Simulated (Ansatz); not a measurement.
```xyz
11

O     1.0029    1.1427   -0.9274
C     0.3935    1.1188    0.1134
O     0.3462    2.1673    0.9440
C    -0.3724   -0.0696    0.5936
Si   -0.1994   -1.4404   -0.6777
F    -1.0358   -2.6921   -0.1182
H     0.8707    2.8720    0.5368
H     0.0038   -0.3774    1.5740
H    -1.4195    0.2070    0.7498
H    -0.7974   -1.0534   -1.9736
H     1.2074   -1.8749   -0.8147
```

Charge 0, multiplicity 1.

**Question.** List the PBE0/def2-TZVPP orbital energies in eV (Ansatz 0.2.0). (An estimate is asked.)

**Answer.** Computed: Occupied: -1803.46, -673.61, -524.40, -522.81, -282.32, -278.70, -145.68, -100.40, -100.31, -100.30, -32.98, -31.61, -29.05, -21.70, -17.73, -15.30, -14.51, -14.17, -13.90, -12.56, -12.53, -12.36, -11.61, -11.57, -9.81, -9.50, -9.43, -8.56. Lowest empty: -0.20, 0.59, 0.71, 1.30, 2.30, 2.40, 2.45, 2.78.
